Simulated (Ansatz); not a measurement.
Mulliken charges of Cl2FH3O2Si2, SMILES `O[Si@@H](Cl)O[Si@H](F)Cl` from B3LYP/def2-TZVPP in Ansatz (PBE0-D4/def2-TZVP geometry).

```json
{"atom": "O1", "x (Å)": "1.346", "y (Å)": "-1.071", "z (Å)": "-1.300", "charge (e)": "-0.369"}
{"atom": "Si2", "x (Å)": "0.944", "y (Å)": "-1.052", "z (Å)": "0.270", "charge (e)": "0.673"}
{"atom": "Cl3", "x (Å)": "2.303", "y (Å)": "0.033", "z (Å)": "1.350", "charge (e)": "-0.244"}
{"atom": "O4", "x (Å)": "-0.519", "y (Å)": "-0.372", "z (Å)": "0.527", "charge (e)": "-0.345"}
{"atom": "Si5", "x (Å)": "-1.444", "y (Å)": "0.914", "z (Å)": "0.231", "charge (e)": "0.744"}
{"atom": "F6", "x (Å)": "-2.781", "y (Å)": "0.430", "z (Å)": "-0.459", "charge (e)": "-0.292"}
{"atom": "Cl7", "x (Å)": "-0.491", "y (Å)": "2.163", "z (Å)": "-1.072", "charge (e)": "-0.240"}
{"atom": "H8", "x (Å)": "1.512", "y (Å)": "-0.241", "z (Å)": "-1.752", "charge (e)": "0.193"}
{"atom": "H9", "x (Å)": "0.910", "y (Å)": "-2.437", "z (Å)": "0.744", "charge (e)": "-0.058"}
{"atom": "H10", "x (Å)": "-1.780", "y (Å)": "1.634", "z (Å)": "1.462", "charge (e)": "-0.062"}
```

**Question.** By hand: the dipole of these point charges (1 e Å = 4.8032 D).

**Answer.** Σ q r = (-0.039, -0.164, 0.241) e Å, of length 0.294 e Å = 1.41 D.

**Question.** How does the dipole of the full density compare? (Estimate.)

**Answer.** Ansatz gave: (0.041, 0.108, 0.046) e Å, 0.60 D; the point charges give 2.35 times that, at 103° from its direction.

Point charges leave out the atoms' own dipoles, such as those of lone pairs, and Mulliken's split depends on the basis, so the two needn't agree.

B3LYP here is the variant with VWN-RPA as its local correlation; programs differ in this.
